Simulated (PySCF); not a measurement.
These compounds are isomers of formula C5H8NOP.

A. SMILES CP(N)c1ccoc1
B. SMILES CN(C)c1cocp1
C. SMILES COc1[nH]c(C)cp1

Spectrum 1. $^{1}$H NMR (400 MHz, computed): δ 7.64 (m, 1H), 7.61 (m, 1H), 7.54 (m, 1H), 1.41 (m, 3H), 0.19 (br s, 2H). $^{13}$C{$^{1}$H} NMR (computed): δ 151.3 (CH), 148.4 (CH), 135.8 (C), 116.5 (CH), 27.1 (CH3).

Spectrum 2. $^{1}$H NMR (400 MHz, computed): δ 7.83 (br s, 1H), 6.40 (m, 1H), 4.00 (s, 3H), 2.41 (s, 3H). $^{13}$C{$^{1}$H} NMR (computed): δ 194.7 (C), 130.2 (C), 123.5 (CH), 59.9 (CH3), 18.0 (CH3).

Spectrum 3. $^{1}$H NMR (400 MHz, computed): δ 8.70 (m, 1H), 7.56 (m, 1H), 2.90 (s, 6H). $^{13}$C{$^{1}$H} NMR (computed): δ 185.6 (CH), 165.8 (C), 133.6 (CH), 44.3 (CH3).

PySCF calculation with shieldings: GIAO PBE0/pcSseg-1 and geometry from GFN2-xTB; one averaged value for each set of equivalent atoms, no relativistic terms, one computed conformer, gas phase.

δ = σ(ref) − σ, references computed at the same level: $^{1}$H, $^{13}$C vs TMS. Splittings of carbon signals by F and P are missing where no couplings were computed. Where no couplings were computed, multiplicities follow the n + 1 count of equivalent neighbours, and m marks all less simple cases (inequivalent or close neighbours, rings, F or P nearby). Shifts are as computed. Against solution values, carbons near 30 ppm lie about +3 ppm off and those near 130 ppm about +5 ppm. Of 1211 compounds with measured shifts, 218 miss one by over three times the rms of a fit or turn the order of signals round; such compounds aren't used in these exercises. OH and NH positions are gas-phase values without hydrogen bonding to other molecules.

Which spectrum belongs to which compound?

## Answers

1–A, 2–C, 3–B.

- Spectrum 1 (A): 5 $^{13}$C signals; δH 7.64 is the hydrogen on an aromatic CH next to the ring oxygen; δH 7.61 is the hydrogen on an aromatic CH next to the ring oxygen.
- Spectrum 2 (C): 5 $^{13}$C signals; δC 194.7 is an aromatic carbon bearing oxygen; δC 59.9 is a methyl carbon bonded to O.
- Spectrum 3 (B): 4 $^{13}$C signals; δC 165.8 is an aromatic carbon bearing nitrogen; δC 44.3 is a methyl carbon bonded to N.
